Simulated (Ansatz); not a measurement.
Ti(F)4 anion (F4Ti), SMILES [F][Ti]([F])([F])[F] (connectivity only; charge and spin as stated), charge -1, multiplicity 2.

The structure is a stationary point at B3LYP-D3(BJ)/def2-SVPD. The spin state was assumed, not searched. The isomer is the one that the SMILES or the coordinates give; other isomers of the formula were not compared.

Two levels are set side by side: PBE/def2-SVPD (Ansatz, a first-principles code) and CAM-B3LYP/def2-SVPD (Ansatz). Energy differences of separate SCF runs at the same geometry; the states with an electron removed or added have multiplicity 1. Differences are taken from unrounded values.

```tsv
quantity	CAM-B3LYP	PBE	PBE minus CAM-B3LYP
vertical ionisation energy (eV)	3.30	2.02	-1.28
```
